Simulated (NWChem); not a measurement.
The numbers come from NWChem runs, not from measurements. System: germanium monoxide (GeO), charge 0, spin multiplicity 1, at a geometry optimised with PBE/def2-SVP. Level: BHandHLYP/def2-TZVP.

The NWChem input:

```
start mol
memory heap 200 mb stack 900 mb global 1100 mb
geometry units angstroms nocenter noautoz
  Ge     0.000000     0.000000     0.329722
  O      0.000000     0.000000    -1.318888
  symmetry group C2v
end
basis spherical
  * library def2-tzvp
end
dft
  xc bhlyp
  semidirect memsize 60000000 filesize 0
  iterations 100
end
task dft energy
```

Output (cleaned and shortened):

```
             Northwest Computational Chemistry Package (NWChem) 7.3.0
             --------------------------------------------------------

                                NWChem Input Module
                                -------------------

 Scaling coordinates for geometry "geometry" by  1.889725989
 (inverse scale =  0.529177249)

 Turning off AUTOSYM since
 SYMMETRY directive was detected!

                             Geometry "geometry" -> ""
                             -------------------------

 Output coordinates in angstroms (scale by  1.889725989 to convert to a.u.)

  No.       Tag          Charge          X              Y              Z
 ---- ---------------- ---------- -------------- -------------- --------------
    1 Ge                  32.0000     0.00000000     0.00000000     0.32972200
    2 O                    8.0000     0.00000000     0.00000000    -1.31888800

 Effective nuclear repulsion energy (a.u.)      82.1718755460

            Nuclear Dipole moment (a.u.)
            ----------------------------
        X                 Y               Z
 ---------------- ---------------- ----------------
     0.0000000000     0.0000000000     0.0000000000

      Symmetry information
      --------------------

 Group name             C2v
 Group number             16
 Group order               4
 No. of unique centers     2

      Symmetry unique atoms

     1    2


 Summary of "ao basis" -> "" (spherical)
 ------------------------------------------------------------------------------
       Tag                 Description            Shells   Functions and Types
 ---------------- ------------------------------  ------  ---------------------
 *                         def2-tzvp                  on all atoms

                                 NWChem DFT Module
                                 -----------------

 Summary of "ao basis" -> "ao basis" (spherical)
 ------------------------------------------------------------------------------
       Tag                 Description            Shells   Functions and Types
 ---------------- ------------------------------  ------  ---------------------
 Ge                        def2-tzvp                16       48   6s5p4d1f
 O                         def2-tzvp                11       31   5s3p2d1f

 Summary of "ao basis" -> "ao basis" (spherical)
 ------------------------------------------------------------------------------
       Tag                 Description            Shells   Functions and Types
 ---------------- ------------------------------  ------  ---------------------
 Ge                        def2-tzvp                16       48   6s5p4d1f
 O                         def2-tzvp                11       31   5s3p2d1f

      Symmetry analysis of basis
      --------------------------

        a1         35
        a2          8
        b1         18
        b2         18

            General Information
            -------------------
          SCF calculation type: DFT
          Wavefunction type:  closed shell.
          No. of atoms     :     2
          No. of electrons :    40
           Alpha electrons :    20
            Beta electrons :    20
          Charge           :     0
          Spin multiplicity:     1
          Use of symmetry is: on ; symmetry adaption is: on
          Maximum number of iterations: 100
          AO basis - number of functions:    79
                     number of shells:    27
          Convergence on energy requested:  1.00D-06
          Convergence on density requested:  1.00D-05
          Convergence on gradient requested:  5.00D-04

              XC Information
              --------------
                        BHLYP Method XC Functional
                     Hartree-Fock (Exact) Exchange  0.500
                        Slater Exchange Functional  0.500 local
                    Becke 1988 Exchange Functional  0.500 non-local
              Lee-Yang-Parr Correlation Functional  1.000

             Grid Information
             ----------------
          Grid used for XC integration:  medium
          Radial quadrature: Mura-Knowles
          Angular quadrature: Lebedev.
          Tag              B.-S. Rad. Rad. Pts. Rad. Cut. Ang. Pts.
          ---              ---------- --------- --------- ---------
          Ge                  1.25      112           7.0       590
          O                   0.60       49           7.0       434
          Grid pruning is: on
          Number of quadrature shells:   161
          Spatial weights used:  Erf1

          Convergence Information
          -----------------------
          Convergence aids based upon iterative change in
          total energy or number of iterations.
          Levelshifting, if invoked, occurs when the
          HOMO/LUMO gap drops below (HL_TOL):  1.00D-02
          DIIS, if invoked, will attempt to extrapolate
          using up to (NFOCK): 10 stored Fock matrices.

                    Damping( 0%)  Levelshifting(0.5)       DIIS
                  --------------- ------------------- ---------------
          dE  on:    start            ASAP                start
          dE off:    2 iters        100 iters           100 iters

      Screening Tolerance Information
      -------------------------------
          Density screening/tol_rho:  1.00D-10
          AO Gaussian exp screening on grid/accAOfunc:  14
          CD Gaussian exp screening on grid/accCDfunc:  20
          XC Gaussian exp screening on grid/accXCfunc:  20
          Schwarz screening/accCoul:  1.00D-08

      Superposition of Atomic Density Guess
      -------------------------------------

 Sum of atomic energies:       -2150.09036959

      Non-variational initial energy
      ------------------------------

 Total energy =   -2150.027322
 1-e energy   =   -3162.034375
 2-e energy   =     929.835177
 HOMO         =      -0.350689
 LUMO         =      -0.032681

      Symmetry analysis of molecular orbitals - initial
      -------------------------------------------------

 !! scf_movecs_sym_adapt:   52 vectors were symmetry contaminated

  Symmetry fudging

 !! scf_movecs_sym_adapt:   48 vectors were symmetry contaminated

  Numbering of irreducible representations:

     1 a1          2 a2          3 b1          4 b2

  Orbital symmetries:

     1 a1          2 a1          3 a1          4 b2          5 b1
     6 a1          7 a1          8 a1          9 b1         10 b2
    11 a1         12 b2         13 b1         14 a1         15 a2
    16 a1         17 a1         18 b2         19 b1         20 a1
    21 b1         22 b2         23 a1         24 a1         25 a2
    26 a1         27 b1         28 b2         29 a1         30 b2

------------------------------------------------------------
EAF file 0: "./mol.aoints.0" size=524288 bytes
------------------------------------------------------------
               write      read    awrite     aread      wait
               -----      ----    ------     -----      ----
     calls:        1         0         0         0         0
   data(b): 5.24e+05  0.00e+00  0.00e+00  0.00e+00
   time(s): 0.00e+00  0.00e+00  0.00e+00  0.00e+00  0.00e+00
rate(mb/s): 0.00e+00  0.00e+00
------------------------------------------------------------

 !! scf_movecs_sym_adapt:   18 vectors were symmetry contaminated

  Symmetry fudging

 !! scf_movecs_sym_adapt:   14 vectors were symmetry contaminated

   convergence    iter        energy       DeltaE   RMS-Dens  Diis-err    time
 ---------------- ----- ----------------- --------- --------- ---------  ------
 d= 0,ls=0.0,diis     1  -2152.0235125194 -2.23D+03  2.44D-02  1.33D+00     3.3

 !! scf_movecs_sym_adapt:   16 vectors were symmetry contaminated

  Symmetry fudging

 !! scf_movecs_sym_adapt:   12 vectors were symmetry contaminated

 d= 0,ls=0.0,diis     2  -2150.4788848700  1.54D+00  1.81D-02  1.34D+01     3.4

 !! scf_movecs_sym_adapt:   12 vectors were symmetry contaminated

  Symmetry fudging

 !! scf_movecs_sym_adapt:   12 vectors were symmetry contaminated

 d= 0,ls=0.0,diis     3  -2152.1970160271 -1.72D+00  1.08D-03  1.61D-02     3.5

 !! scf_movecs_sym_adapt:   12 vectors were symmetry contaminated

  Symmetry fudging

 !! scf_movecs_sym_adapt:   10 vectors were symmetry contaminated

 d= 0,ls=0.0,diis     4  -2152.1978479835 -8.32D-04  2.61D-04  5.10D-03     3.6

 !! scf_movecs_sym_adapt:   20 vectors were symmetry contaminated

  Symmetry fudging

 !! scf_movecs_sym_adapt:   12 vectors were symmetry contaminated

 d= 0,ls=0.0,diis     5  -2152.1980492362 -2.01D-04  9.78D-05  4.42D-04     3.7

 !! scf_movecs_sym_adapt:   18 vectors were symmetry contaminated

  Symmetry fudging

 !! scf_movecs_sym_adapt:   12 vectors were symmetry contaminated

  Resetting Diis
 d= 0,ls=0.0,diis     6  -2152.1980859403 -3.67D-05  2.90D-05  1.42D-05     3.8

 !! scf_movecs_sym_adapt:   18 vectors were symmetry contaminated

  Symmetry fudging

 !! scf_movecs_sym_adapt:   16 vectors were symmetry contaminated

 d= 0,ls=0.0,diis     7  -2152.1980877629 -1.82D-06  4.20D-06  6.91D-08     3.9

 !! scf_movecs_sym_adapt:   26 vectors were symmetry contaminated

  Symmetry fudging

 !! scf_movecs_sym_adapt:   20 vectors were symmetry contaminated

 d= 0,ls=0.0,diis     8  -2152.1980877635 -6.43D-10  1.78D-06  8.53D-08     4.0

         Total DFT energy =    -2152.198087763516
      One electron energy =    -3162.502718250094
           Coulomb energy =     1015.707674180508
    Exchange-Corr. energy =      -87.574919239949
 Nuclear repulsion energy =       82.171875546019

 Numeric. integr. density =       40.000001896456

     Total iterative time =      2.6s

                  Occupations of the irreducible representations
                  ----------------------------------------------

                     irrep           alpha         beta
                     --------     --------     --------
                     a1               11.0         11.0
                     a2                1.0          1.0
                     b1                4.0          4.0
                     b2                4.0          4.0

                       DFT Final Molecular Orbital Analysis
                       ------------------------------------

 Vector   18  Occ=2.000000D+00  E=-3.662382D-01  Symmetry=b1
              MO Center=  1.6D-16,  5.5D-19, -1.0D+00, r^2= 1.2D+00
   Bfn.  Coefficient  Atom+Function         Bfn.  Coefficient  Atom+Function
  ----- ------------  ---------------      ----- ------------  ---------------
    54      0.411195  2 O  px                57      0.353246  2 O  px
    60      0.243924  2 O  px                16      0.214976  1 Ge px
    19      0.163681  1 Ge px                10     -0.097879  1 Ge px
    25     -0.065160  1 Ge d  1              40      0.040836  1 Ge d  1
     7      0.038070  1 Ge px                35      0.032643  1 Ge d  1

 Vector   19  Occ=2.000000D+00  E=-3.662382D-01  Symmetry=b2
              MO Center=  3.9D-19,  1.8D-16, -1.0D+00, r^2= 1.2D+00
   Bfn.  Coefficient  Atom+Function         Bfn.  Coefficient  Atom+Function
  ----- ------------  ---------------      ----- ------------  ---------------
    55      0.411195  2 O  py                58      0.353246  2 O  py
    61      0.243924  2 O  py                17      0.214976  1 Ge py
    20      0.163681  1 Ge py                11     -0.097879  1 Ge py
    23      0.065160  1 Ge d -1              38     -0.040836  1 Ge d -1
     8      0.038070  1 Ge py                33     -0.032643  1 Ge d -1

 Vector   20  Occ=2.000000D+00  E=-3.569718D-01  Symmetry=a1
              MO Center= -1.0D-15, -1.4D-16, -1.8D-01, r^2= 2.5D+00
   Bfn.  Coefficient  Atom+Function         Bfn.  Coefficient  Atom+Function
  ----- ------------  ---------------      ----- ------------  ---------------
     6      0.458980  1 Ge s                 56     -0.344487  2 O  pz
    18      0.342588  1 Ge pz                59     -0.278226  2 O  pz
     5      0.228611  1 Ge s                 62     -0.223012  2 O  pz
    12     -0.165184  1 Ge pz                21      0.142777  1 Ge pz
     4     -0.125474  1 Ge s                  3     -0.092917  1 Ge s

 Vector   21  Occ=0.000000D+00  E=-4.717056D-02  Symmetry=b2
              MO Center=  7.5D-19, -3.3D-16,  3.4D-01, r^2= 3.0D+00
   Bfn.  Coefficient  Atom+Function         Bfn.  Coefficient  Atom+Function
  ----- ------------  ---------------      ----- ------------  ---------------
    20      0.709423  1 Ge py                17      0.385136  1 Ge py
    61     -0.230301  2 O  py                55     -0.212113  2 O  py
    11     -0.177612  1 Ge py                58     -0.168436  2 O  py
    38      0.116139  1 Ge d -1               8      0.068276  1 Ge py
    23     -0.054070  1 Ge d -1              14     -0.042423  1 Ge py

 Vector   22  Occ=0.000000D+00  E=-4.717056D-02  Symmetry=b1
              MO Center=  1.0D-15, -4.9D-19,  3.4D-01, r^2= 3.0D+00
   Bfn.  Coefficient  Atom+Function         Bfn.  Coefficient  Atom+Function
  ----- ------------  ---------------      ----- ------------  ---------------
    19      0.709423  1 Ge px                16      0.385136  1 Ge px
    60     -0.230301  2 O  px                54     -0.212113  2 O  px
    10     -0.177612  1 Ge px                57     -0.168436  2 O  px
    40     -0.116139  1 Ge d  1               7      0.068276  1 Ge px
    25      0.054070  1 Ge d  1              13     -0.042423  1 Ge px

 Vector   23  Occ=0.000000D+00  E= 7.275678D-02  Symmetry=a1
              MO Center= -2.5D-16, -3.6D-16,  3.4D-01, r^2= 4.5D+00
   Bfn.  Coefficient  Atom+Function         Bfn.  Coefficient  Atom+Function
  ----- ------------  ---------------      ----- ------------  ---------------
    21      1.341518  1 Ge pz                53      1.141698  2 O  s
     6     -0.972415  1 Ge s                 62      0.439063  2 O  pz
    18      0.227017  1 Ge pz                59      0.151992  2 O  pz
    51      0.139687  2 O  s                 56      0.139320  2 O  pz
    24     -0.122185  1 Ge d  0              39      0.085818  1 Ge d  0

 center of mass
 --------------
 x =   0.00000000 y =   0.00000000 z =   0.06889552

 moments of inertia (a.u.)
 ------------------
         127.628469696329           0.000000000000           0.000000000000
           0.000000000000         127.628469696329           0.000000000000
           0.000000000000           0.000000000000           0.000000000000

     Multipole analysis of the density
     ---------------------------------

     L   x y z        total         alpha         beta         nuclear
     -   - - -        -----         -----         ----         -------
     0   0 0 0     -0.000000    -20.000000    -20.000000     40.000000

     1   1 0 0     -0.000000     -0.000000     -0.000000      0.000000
     1   0 1 0     -0.000000     -0.000000     -0.000000      0.000000
     1   0 0 1      1.528639      0.764320      0.764320      0.000000

     2   2 0 0    -15.002046     -7.501023     -7.501023      0.000000
     2   1 1 0     -0.000000     -0.000000     -0.000000      0.000000
     2   1 0 1      0.000000      0.000000      0.000000      0.000000
     2   0 2 0    -15.002046     -7.501023     -7.501023      0.000000
     2   0 1 1      0.000000      0.000000      0.000000      0.000000
     2   0 0 2    -20.289982    -41.203708    -41.203708     62.117434

 Task  times  cpu:        4.0s     wall:        4.0s

 Total times  cpu:        4.0s     wall:        4.0s
```
